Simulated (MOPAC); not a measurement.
MOPAC input (PM6):

```
PM6 PRECISE GNORM=0.05 LET XYZ UHF MS=0.5 GEO-OK AUX(PRECISION=9) THREADS=1
C4H10N

C    -0.55248586 1    1.40040833 1   -0.53782509 1
C    -0.40434339 1   -0.11930474 1   -0.32460386 1
C    -1.71299460 1   -0.72503629 1    0.18494553 1
C     0.72791941 1   -0.45537738 1    0.59088577 1
N     2.02834454 1   -0.20231928 1    0.14592625 1
H     0.38387242 1    1.83811911 1   -0.88521767 1
H    -0.82380145 1    1.89040471 1    0.40055380 1
H    -1.33149782 1    1.61966513 1   -1.27283730 1
H    -0.18544736 1   -0.56381516 1   -1.30672648 1
H    -1.63735214 1   -1.80937614 1    0.27681394 1
H    -2.54077600 1   -0.49205554 1   -0.48758116 1
H    -1.96270101 1   -0.32111035 1    1.16985199 1
H     0.58287662 1   -0.34778507 1    1.66049038 1
H     2.20603127 1   -0.47038234 1   -0.81294626 1
H     2.76181029 1   -0.53156906 1    0.75570083 1
```

Output:

```
 *******************************************************************************
 **                                                                           **
 **                              MOPAC v23.2.5                                **
 **                                                                           **
 *******************************************************************************
 ** MOPAC's Digital Object Identifier: https://doi.org/10.5281/zenodo.6511958 **
 **                                                                           **
 ** Please cite the open-source release paper for use of this MOPAC version:  **
 ** J. E. Moussa and J. J. P. Stewart (2026)                                  **
 ** MOPAC: An open-source semiempirical molecular orbital program             **
 ** J. Open Source Softw., 11(119), 8025, https://doi.org/10.21105/joss.08025 **
 *******************************************************************************

                              PM6 CALCULATION RESULTS

 *******************************************************************************
 *  PM6        - The PM6 Hamiltonian to be used
 *  GEO-OK     - OVERRIDE INTERATOMIC DISTANCE AND OTHER SAFETY CHECKS
 *  UHF        - UNRESTRICTED HARTREE-FOCK CALCULATION
 *  MS=        - IN MECI, MAGNETIC COMPONENT OF SPIN =  0.5
 *  LET        - OVERRIDE SOME SAFETY CHECKS
 *  PRECISE    - TIGHTER CRITERIA TO BE USED
 *  XYZ        - CARTESIAN COORDINATE SYSTEM TO BE USED
 *  GNORM      - EXIT WHEN GRADIENT NORM DROPS BELOW 0.050
 *  AUX        - OUTPUT AUXILIARY INFORMATION
 *******************************************************************************
PM6 PRECISE GNORM=0.05 LET XYZ UHF MS=0.5 GEO-OK AUX(PRECISION=9) THREADS=1
 C4H10N

   ATOM   CHEMICAL          X               Y               Z
  NUMBER   SYMBOL      (ANGSTROMS)     (ANGSTROMS)     (ANGSTROMS)

     1       C         -0.55248586  *   1.40040833  *  -0.53782509  *
     2       C         -0.40434339  *  -0.11930474  *  -0.32460386  *
     3       C         -1.71299460  *  -0.72503629  *   0.18494553  *
     4       C          0.72791941  *  -0.45537738  *   0.59088577  *
     5       N          2.02834454  *  -0.20231928  *   0.14592625  *
     6       H          0.38387242  *   1.83811911  *  -0.88521767  *
     7       H         -0.82380145  *   1.89040471  *   0.40055380  *
     8       H         -1.33149782  *   1.61966513  *  -1.27283730  *
     9       H         -0.18544736  *  -0.56381516  *  -1.30672648  *
    10       H         -1.63735214  *  -1.80937614  *   0.27681394  *
    11       H         -2.54077600  *  -0.49205554  *  -0.48758116  *
    12       H         -1.96270101  *  -0.32111035  *   1.16985199  *
    13       H          0.58287662  *  -0.34778507  *   1.66049038  *
    14       H          2.20603127  *  -0.47038234  *  -0.81294626  *
    15       H          2.76181029  *  -0.53156906  *   0.75570083  *

          CARTESIAN COORDINATES

    NO.       ATOM           X           Y           Z

     1         C         -0.5525      1.4004     -0.5378
     2         C         -0.4043     -0.1193     -0.3246
     3         C         -1.7130     -0.7250      0.1849
     4         C          0.7279     -0.4554      0.5909
     5         N          2.0283     -0.2023      0.1459
     6         H          0.3839      1.8381     -0.8852
     7         H         -0.8238      1.8904      0.4006
     8         H         -1.3315      1.6197     -1.2728
[...]
   5    N        1.946614951    -0.766863342     0.200090456
   6    H       -0.026290712     2.229383150    -0.773769434
   7    H       -1.189637471     1.907415918     0.515499377
   8    H       -1.653080285     1.655677467    -1.169883319
   9    H       -0.028213422    -0.206806389    -1.419587569
  10    H       -1.104937168    -1.875754704     0.124958368
  11    H       -2.317514513    -0.787319453    -0.565353976
  12    H       -1.781932929    -0.574284110     1.104184442
  13    H        0.884022082     0.618117343     1.420259719
  14    H        1.799020367    -1.502672515    -0.472101821
  15    H        2.541353824    -1.053512257     0.960872888

           Empirical Formula: C4 H10 N  =    15 atoms

      MOLECULAR POINT GROUP   :   C1

          ALPHA EIGENVALUES
 -31.51640 -27.97021 -23.98736 -22.25072 -19.72621 -17.24848 -16.34937 -14.59118
 -14.13084 -13.69358 -13.06850 -12.25836 -11.80336 -11.49566 -11.31096  -7.54524
   3.40551   4.45878   4.52671   4.91641   5.92818   6.06672   6.09516   6.17124
   6.19833   6.42605   6.49033   7.00676   7.11258   7.14373

           BETA EIGENVALUES
 -31.18127 -27.90662 -23.96587 -22.02456 -19.58960 -17.11077 -16.21022 -14.56141
 -13.96879 -13.54189 -13.04195 -11.97919 -11.68456 -11.29122 -10.29771   1.75612
   3.75332   4.58002   4.62819   5.04110   5.95799   6.08236   6.10981   6.18729
   6.27114   6.57414   6.79752   7.02429   7.14693   7.32090

              NET ATOMIC CHARGES AND DIPOLE CONTRIBUTIONS

  ATOM NO.   TYPE          CHARGE      No. of ELECS.   s-Pop       p-Pop
    1          C          -0.492238        4.4922     1.08810     3.40414
    2          C           0.042915        3.9571     1.06833     2.88876
    3          C          -0.495621        4.4956     1.08886     3.40676
    4          C          -0.275357        4.2754     1.11457     3.16079
    5          N          -0.389047        5.3890     1.48375     3.90529
    6          H           0.154262        0.8457     0.84574
    7          H           0.150776        0.8492     0.84922
    8          H           0.146506        0.8535     0.85349
    9          H           0.110998        0.8890     0.88900
   10          H           0.144615        0.8554     0.85539
   11          H           0.147351        0.8526     0.85265
   12          H           0.153613        0.8464     0.84639
   13          H           0.154772        0.8452     0.84523
   14          H           0.222444        0.7776     0.77756
   15          H           0.224010        0.7760     0.77599
 DIPOLE           X         Y         Z       TOTAL
 POINT-CHG.     0.112    -0.710    -0.002     0.718
 HYBRID        -0.169    -0.619     0.325     0.719
 SUM           -0.057    -1.329     0.323     1.369

          ATOMIC ORBITAL ELECTRON POPULATIONS

     Atom    s        px        py        pz
    1  C   1.08810   1.15840   1.07182   1.17392
    2  C   1.06833   0.92865   0.93019   1.02992
    3  C   1.08886   1.11228   1.12554   1.16895
    4  C   1.11457   0.94768   1.11253   1.10058
    5  N   1.48375   1.27869   1.34884   1.27776
    6  H   0.84574
    7  H   0.84922
    8  H   0.85349
    9  H   0.88900
   10  H   0.85539
   11  H   0.85265
   12  H   0.84639
   13  H   0.84523
   14  H   0.77756
   15  H   0.77599

                    (SZ)    =    0.500000
                    (S**2)  =    0.753004

          ATOMIC ORBITAL SPIN POPULATIONS

    Atom   Total    s     px     py     pz
         Atomic
    1  C  0.0103  0.002  0.002  0.006  0.000
    2  C -0.0492 -0.006 -0.022 -0.008 -0.014
    3  C  0.0314  0.006  0.014  0.008  0.002
    4  C  0.8199  0.019  0.177  0.402  0.222
    5  N  0.2074  0.028  0.059  0.070  0.050
    6  H -0.0007 -0.001
    7  H -0.0004 -0.000
    8  H -0.0005 -0.001
    9  H  0.0060  0.006
   10  H -0.0012 -0.001
   11  H -0.0006 -0.001
   12  H -0.0012 -0.001
   13  H -0.0262 -0.026
   14  H  0.0012  0.001
   15  H  0.0037  0.004

 **********************
 *                    *
 * JOB ENDED NORMALLY *
 *                    *
 **********************

 == MOPAC DONE ==
```

The geometry given is a B3LYP-D3(BJ)/def2-TZVP minimum.
